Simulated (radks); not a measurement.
Coulomb parameter of the 4d shell of the silver ion Ag+ in the model configuration [Kr] 4d9 5s1, as a second difference U = [E(n + 1) + E(n - 1) - 2 E(n)] / (1)^2 with all orbitals relaxed. "Bare": the charge of the atom changes with n. "Screened": the 5s shell takes up the change at fixed total charge, which measures U(4d,4d) + U(5s,5s) - 2 U(4d,5s). All-electron calculation, scalar-relativistic Kohn-Sham, PBE, spin-unpolarised, spherical densities, point nucleus. Program: a radial shooting solver on a logarithmic mesh with Libxc functionals.

start: configuration [Kr] 4d9 5s1; E - E(n) (eV) 0.000
bare +1: configuration [Kr] 4d10 5s1; E - E(n) (eV) -13.152
bare -1: configuration [Kr] 4d8 5s1; E - E(n) (eV) 25.971
screened +1: configuration [Kr] 4d10; E - E(n) (eV) -5.395
screened -1: configuration [Kr] 4d8 5s2; E - E(n) (eV) 7.640

U(bare) = 12.819 eV, U(screened by 5s) = 2.245 eV, against the Slater integral F0(4d,4d) = 18.603 eV with frozen orbitals.
